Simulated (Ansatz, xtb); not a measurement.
# Relaxing a trial structure of C2H2FZn

The starting geometry of this gas-phase doublet was built from a drawn formula by distance geometry; its bonds are those of `[H]/[C]=[CH]/[Zn][F]`.

```xyz
6

C    -1.3838    2.2922    0.0741
C    -1.2747    1.1002   -0.4188
F     1.3000   -1.2015    1.3956
Zn    0.1647   -0.2089    0.5366
H    -2.1124    2.9653   -0.3693
H    -1.8964    0.6457   -1.1577
```

Problem. Predict what becomes of its bonds when it is optimised with r2SCAN-D4/def2-SVP.

Solution. It keeps its bonds, and is `[H]/[C]=[CH]/[Zn][F]`. Distances that change by over a tenth: C2–Zn4 (2.17 → 1.90 Å).

The energy falls by 0.61 eV over 8 steps:

```csv
step,E − E(last) (eV)
1,0.613
2,0.149
3,0.080
4,0.031
5,0.008
6,0.003
7,0.000
8,0.000
```

Final geometry (Å):

```yaml
atoms:
  - { symbol: C, position_ang: [-1.3800, 2.1693, 0.0185] }
  - { symbol: C, position_ang: [-1.2646, 0.9348, -0.4091] }
  - { symbol: F, position_ang: [1.2415, -1.0095, 1.3740] }
  - { symbol: Zn, position_ang: [0.0353, -0.1184, 0.4950] }
  - { symbol: H, position_ang: [-1.9525, 3.0799, -0.1803] }
  - { symbol: H, position_ang: [-1.8822, 0.5368, -1.2378] }
```

From the same start GFN2-xTB ends elsewhere, in pieces: C2H2 + FZn.

No frequencies were run, so the end isn't proven a minimum. Open shells are spin-unrestricted. Run with Ansatz 0.2.0, 39 s on 1 thread of Intel(R) Xeon(R) 6975P-C (Granite Rapids), on a shared host.
